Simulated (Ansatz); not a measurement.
Basis sets compared for Cu(AsH3)(SiH3) (CuSiAsH₆). The state is a singlet with charge 0. Geometry PBE0-D4/def2-SVP. Ansatz on 4 threads of Arm Neoverse V2 on a shared host; times are rough, and most runs start from earlier orbitals.

```xyz
9

Cu   -0.020   -0.037   -0.067
As    0.263    1.323    1.845
H    -0.914    1.656    2.733
H     0.789    2.734    1.711
H     1.201    0.889    2.949
Si   -0.278   -1.368   -1.915
H    -0.659   -2.795   -1.608
H     0.959   -1.497   -2.769
H    -1.341   -0.905   -2.879
```

The 6-31G sets use Cartesian d functions.

Binding counts from free atoms (Cu doublet, As quartet, H doublet, Si triplet) in the same basis, without a counterpoise term.

| level | functions | energy (Eh) | HOMO (eV) | LUMO (eV) | binding per atom (eV) | wall time |
| --- | --- | --- | --- | --- | --- | --- |
| HF/6-31G | 83 | -4164.7790 | -7.74 | 1.63 | 1.62 | 0.6 s |
| HF/def2-TZVP | 166 | -4165.5453 | -7.92 | 1.71 | 1.75 | 1.8 s |
| PBE-D4/def2-SVP | 111 | -4168.1399 | -5.08 | -1.48 | 2.58 | 1.1 s |
| PBE-D4/def2-TZVP | 166 | -4168.7757 | -5.29 | -1.71 | 2.54 | 1.6 s |
| r2SCAN-D4/def2-TZVP | 166 | -4169.4576 | -5.39 | -1.54 | 2.57 | 3.8 s |
| PBE0-D4/def2-SVP | 111 | -4168.2426 | -5.97 | -0.69 | 2.53 | 1.6 s |
| PBE0-D4/def2-TZVP (with forces) | 166 | -4168.8654 | -6.14 | -0.90 | 2.50 | 3.6 s |

(1) Estimate the rows for PBE-D4/def2-TZVPD, r2SCAN-D4/def2-TZVPD, PBE0-D4/def2-TZVPD.

Results:

(1) 
```json
{"level": "PBE-D4/def2-TZVPD", "functions": "199", "energy (Eh)": "-4168.7773", "HOMO (eV)": "-5.32", "LUMO (eV)": "-1.90", "binding per atom (eV)": "2.54", "wall time": "2.2 s"}
{"level": "r2SCAN-D4/def2-TZVPD", "functions": "199", "energy (Eh)": "-4169.4588", "HOMO (eV)": "-5.39", "LUMO (eV)": "-1.71", "binding per atom (eV)": "2.57", "wall time": "5 s"}
{"level": "PBE0-D4/def2-TZVPD", "functions": "199", "energy (Eh)": "-4168.8666", "HOMO (eV)": "-6.15", "LUMO (eV)": "-1.15", "binding per atom (eV)": "2.50", "wall time": "3.7 s"}
```
